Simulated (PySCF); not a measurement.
ClFH4Si2, SMILES F[SiH2][SiH2]Cl. Atoms are numbered in the order given.

```xyz
8

Si    -1.3777    -0.5208     0.6087
F     -2.1467    -0.2429    -0.8050
Si     0.9307    -0.6139     0.1886
Cl     1.5421     1.2861    -0.4221
H     -1.6921     0.5918     1.5463
H     -1.8775    -1.8104     1.1658
H      1.2623    -1.5927    -0.8829
H      1.6693    -0.9807     1.4306
```

Geometry: B3LYP-D3(BJ)/def2-SVP. The structure was generated by enumeration, and PubChem lists no compound with its InChIKey, so it may never have been made. One conformer was computed; it need not be the lowest.

Method: PBE0/pcSseg-1 in PySCF.

GIAO shieldings, no solvent; atoms listed in one row are averaged. δ = σ(ref) − σ: ²⁹Si against TMS (σ = 352.7 ppm); ¹⁹F against CFCl3 (σ = 167.2 ppm); ³⁵Cl against HCl (σ = 945.9 ppm); ¹H against TMS (σ = 31.56 ppm), references at their B3LYP-D3(BJ)/def2-TZVP geometries, non-relativistic (without spin–orbit terms, shifts of atoms bonded to Cl or Br come out too high).

Computed chemical shifts:
```tsv
nucleus	atoms	count	δ (ppm)
²⁹Si	Si1	1	8.5
²⁹Si	Si3	1	-21.1
¹⁹F	F2	1	-266.1
³⁵Cl	Cl4	1	-108.5
¹H	H5	1	5.88
¹H	H6	1	5.75
¹H	H7	1	5.60
¹H	H8	1	5.27
```
